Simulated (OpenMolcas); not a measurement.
Mo4+ (d2) among equal point charges was computed by CASSCF with the d shell active (OpenMolcas, ANO-RCC-VTZP on the metal). Its lowest spin-free states, and all those of the highest spin:

| 2S+1 | Degeneracy | E (cm-1) |
| --- | --- | --- |
| 3 | 1 | 0.0 |
| 3 | 2 | 931.4 |
| 3 | 1 | 4746 |
| 3 | 2 | 5421 |
| 3 | 1 | 10677 |
| 1 | 1 | 12101 |
| 1 | 1 | 12574 |
| 1 | 2 | 13617 |
| 1 | 1 | 14498 |
| 3 | 2 | 16437 |
| 3 | 1 | 19674 |
| 1 | 2 | 19985 |

Q: Is the site octahedral, tetrahedral or cube-like, axial, or of lower symmetry?

A: The states with 2S+1 = 3 have orbital degeneracies 1, 2, 1, 2, 1, 2, 1. There are pairs but no triples, so the site is axial: not cubic, but with a proper or improper axis of order three or more. The run had Mo4+ among 6 point charges of -1.7 e arranged as a tetragonal octahedron (D4h), 2.21 Å from the ion, with the axial distance 2.365 Å.

Without dynamic correlation the repulsion within the d shell is too large (B by tens of per cent), so at a given field states of lower spin stand too high. This is an electrostatic model: the charges have no orbitals. No measured value stands beside these numbers.
